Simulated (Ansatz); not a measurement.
Ansatz (a first-principles code) input:

Ansatz 0.2 input:
```yaml
crystal:
  periodic: [false, false, false]
  atoms:
    - {symbol: Bi, position_ang: [-0.12178988, -0.08764525, 0.18832819]}
    - {symbol: F, position_ang: [-0.32495132, 1.62226459, -0.87482024]}
    - {symbol: F, position_ang: [1.44812468, -0.81398062, -0.86198414]}
basis:
  gaussian:
    orbitals: def2-TZVPD
hamiltonian:
  xc: {name: BHLYP}
total_charge: 1
```

Q: What final total energy does it print?

A: -413.93936 Eh (BHLYP/def2-TZVPD). The basis has 136 functions.

This state (charge 1, singlet) is run at the relaxed geometry of the species with charge 0 and multiplicity 2.
